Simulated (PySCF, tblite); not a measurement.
Species: C₆H₁₀ClFSi₂.
Geometry (GFN2-xTB, Å), atoms numbered from 1 in this order:
```xyz
20
C6H10ClFSi2 angstrom
C      1.0015   -1.1055    2.4542
C      0.8114   -0.7174    1.3363
C      0.5848   -0.2344   -0.0038
Si     2.2084   -0.4079   -1.0020
Cl     2.6594   -2.3735   -1.0332
Si    -0.9654   -1.1212   -0.7418
C     -2.1165    0.3627   -0.4194
C     -1.3180    1.2977    0.4917
C      0.1458    1.2303    0.0787
F      0.2857    1.8173   -1.1728
H      1.1687   -1.4556    3.4283
H      3.2831    0.3041   -0.3119
H      2.0320    0.0546   -2.3714
H     -0.8135   -1.4129   -2.1673
H     -1.2927   -2.3136    0.0388
H     -3.0686    0.1035    0.0378
H     -2.3399    0.8766   -1.3541
H     -1.6800    2.3259    0.4323
H     -1.3819    0.9654    1.5292
H      0.7905    1.8144    0.7474
```

Level of theory: PBE0/pcSseg-1 in PySCF (dipole) on a GFN2-xTB geometry, gas phase.

Masses are those of the commonest isotopes; rigid-rotor values at the optimised geometry. The values belong to one conformer with, in the numbering `[CH:1]#[C:2][C@@:3]1([SiH2:4][Cl:5])[SiH2:6][CH2:7][CH2:8][C@@H:9]1[F:10]`, C2–C3–Si4–Cl5 61°, C2–C3–Si6–C7 101°, C3–Si6–C7–C8 -12°, Si6–C7–C8–C9 36°, C7–C8–C9–F10 69°.

Problem. Give the principal moments of inertia and the rotational constants in MHz.

Solution. Ia = 399.64, Ib = 815.69, Ic = 859.90 u·Å²; 505379 MHz·u·Å²/I gives A = 1265, B = 619.6, C = 587.7 MHz.

Problem. Classify the top.

Solution. A near-prolate asymmetric top: κ = (2 × 619.6 − 1265 − 587.7)/(1265 − 587.7) = -0.91.

Problem. What does the inertial defect say?

Solution. Not planar: Δ = Ic − Ia − Ib = -355.44 u·Å². For a rigid frame Δ = −2 Σ m c², so Σ m c² = 177.72 u·Å² lies off the ab plane: 27.14 from hydrogen and 150.58 from heavier atoms. The atom farthest from that plane is 2.47 Å away.

Problem. Which types of transition are allowed, and where do some lines up to J = 3 fall?

Solution. The dipole components are |μa| = 2.06 D, |μb| = 0.79 D, |μc| = 0.45 D. Intensities carry the squares of the components, which stand as 1.00 : 0.15 : 0.05 (a : b : c). Some lines, for components of 0.1 D or more:

```
type  branch         J(Ka,Kc)   MHz  lower level (cm⁻¹)
   c       Q  1(1,1) ← 1(0,1)   645               0.040
   b       Q  1(1,0) ← 1(0,1)   677               0.040
   b       Q  2(1,1) ← 2(0,2)   710               0.121
   a       R  1(0,1) ← 0(0,0)  1207               0.000
   b       R  1(1,1) ← 0(0,0)  1852               0.000
   c       Q  3(2,2) ← 3(1,2)  1888               0.267
   b       Q  2(2,1) ← 2(1,2)  2031               0.141
   a       R  2(0,2) ← 1(0,1)  2413               0.040
   b       R  2(1,2) ← 1(0,1)  3028               0.040
   c       R  2(1,1) ← 1(0,1)  3123               0.040
   b       Q  3(3,1) ← 3(2,2)  3305               0.330
   a       R  3(1,3) ← 2(1,2)  3573               0.141
   a       R  3(0,3) ← 2(0,2)  3617               0.121
   a       R  3(2,1) ← 2(2,0)  3626               0.209
   a       R  3(1,2) ← 2(1,1)  3669               0.144
   c       R  3(1,2) ← 2(0,2)  4379               0.121
   b       R  2(2,0) ← 1(1,1)  4414               0.062
   c       R  3(2,1) ← 2(1,1)  5563               0.144
   c       R  3(2,2) ← 2(1,2)  5652               0.141
   b       R  3(3,0) ← 2(2,1)  6927               0.209
```

Problem. Estimate the classical rotational partition function at 25 K, 50 K and 500 K.

Solution. Point group C1, symmetry number σ = 1; q = (√π/σ)·√((kT/h)³/(ABC)), k/h = 20836.6 MHz/K: 31100 at 25 K, 87800 at 50 K, 2780000 at 500 K.

Its GFN2-xTB frequencies are all real (lowest 36 cm⁻¹). Constants of a rigid frame at the computed geometry: no zero-point averaging, no centrifugal distortion. Quadrupole hyperfine structure (35Cl) is left out.

On one thread of an Arm Neoverse N1, no GPU, shared host with 64 logical CPUs at a one-minute load of 38, this took 97 s wall and 1.1 GiB of memory at its peak. This is the PBE0/pcSseg-1 job that gave the dipole, with the shieldings it also computed.
